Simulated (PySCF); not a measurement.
## Cs₂O: PBE0 against B3LYP

Base calculation in PySCF with density fitting and no spin–orbit coupling, PBE0/def2-TZVP (scalar-relativistic core potentials): singlet, D∞h, O–Cs 2.386 Å (×2); wavenumbers 74 (×2), 135, 503 cm⁻¹; gap between the highest occupied and lowest empty levels 2.62 eV, polar-tensor charge of O -1.72 e, atomisation energy (no zero-point energy) 486 kJ/mol.

Problem. What changes on going to B3LYP/def2-TZVP (scalar-relativistic core potentials)?

Solution. The point group stays the same. Changes: mean bond to O +0.032 Å, highest wavenumber -20 cm⁻¹, lowest wavenumber -3 cm⁻¹, gap between the highest occupied and lowest empty levels -0.38 eV, polar-tensor charge of O +0.11 e, atomisation energy (no zero-point energy) +4 kJ/mol. The new structure has O–Cs 2.418 Å (×2), with wavenumbers 71 (×2), 129, 483 cm⁻¹.

The structures come from searches over a few start shapes, so lower isomers are not excluded.
